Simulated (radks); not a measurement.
Question: The chromium ion Cr4+ is in [Ar] 3d2. Method: non-relativistic Kohn-Sham, PBE, spin-polarised, spherical densities, point nucleus; computed with a radial shooting solver on a logarithmic mesh with Libxc functionals. Open shells are filled with parallel spins first. One electron is removed from 2p, 3d, 3p, 3s in turn, with full relaxation. Which removal costs least, and what does each cost?

Answer: 3d 69.575 eV; 3p 112.24 eV; 3s 140.58 eV; 2p 652.03 eV. The 3d electron leaves first.
